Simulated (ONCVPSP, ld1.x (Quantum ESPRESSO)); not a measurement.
# Potentials for phosphorus (P) compared

Generated with ld1.x 7.5 (TM, RRKJ, ultrasoft, PAW), atompaw 4.2 or ONCVPSP 4.0.1. The cutoff is in Ry: for ld1.x and atompaw files where the sum of valence levels is converged to 10 mRy in a Bessel basis, for ONCV files where the hardest occupied wave has 1 mHa per electron of residual kinetic energy. The error is the largest all-electron minus pseudo excitation energy over each file’s own four to seven test configurations (ionisations up to +4, promotions, holes and added fractions of an electron), all of which were solved. The labels leave out finer settings (local radius, basis sizes, second energies), which also bear on the numbers. Spin-polarised tests are not counted. The rows are a selection from randomly drawn settings: files with unsolved tests, undetermined cutoffs or missed reference levels are left out.

```csv
potential,cutoff (Ry),largest error (meV),bound ghosts
"ONCV, PBEsol, scalar-relativistic, rc 0.80/0.90/0.70 (spd), local d, core correction yes, reference 2s2 2p6 3s2 3p1, qcut 17.5/12.7/12.9, projectors 2/3/0",347,+3.4,none
"ONCV, PBE, non-relativistic, rc 0.95/0.80/1.00 (spd), local smoothed, core correction no, reference 2s2 2p6 3s2 3p2.5, qcut 14.7/14/10.3, projectors 2/2/2",244,+2.0,none
"ONCV, PBE, scalar-relativistic, rc 1.55/1.70 (sp), local s, core correction yes, reference 3s2 3p3, qcut 4.5/3.9, projectors 0/1",19,+23,none
"TM, PBEsol, scalar-relativistic, rc 1.40/1.20 (sp), local p, core correction no, reference 3s2 3p3",70,+196,none
"ONCV, BLYP, scalar-relativistic, rc 1.60/1.90 (sp), local smoothed, core correction yes, reference 3s1 3p4, qcut 4.1/4.8, projectors 2/2",30,+161,none
```

**Question.** Fill in the row for P: ONCV, PBE, scalar-relativistic, rc 1.32/1.94 (sp), local smoothed, core correction no, reference 3s2 3p3, qcut 4.9/5, projectors 2/2.

**Answer.** cutoff 20 Ry, largest error +13 meV, bound ghosts: none.

**Question.** Fill in the row for P: ONCV, LDA (Perdew-Zunger), scalar-relativistic, rc 1.40/1.55/1.50 (spd), local smoothed, core correction yes, reference 3s2 3p1, qcut 4.1/6.4/6, projectors 2/2/3.

**Answer.** cutoff 35 Ry, largest error +8.6 meV, bound ghosts: none.

**Question.** Fill in the row for P: TM, BP86, non-relativistic, rc 1.15/1.55/1.70 (spd), local s, core correction yes, reference 3s2 3p3.

**Answer.** cutoff 55 Ry, largest error +181 meV, bound ghosts: none.
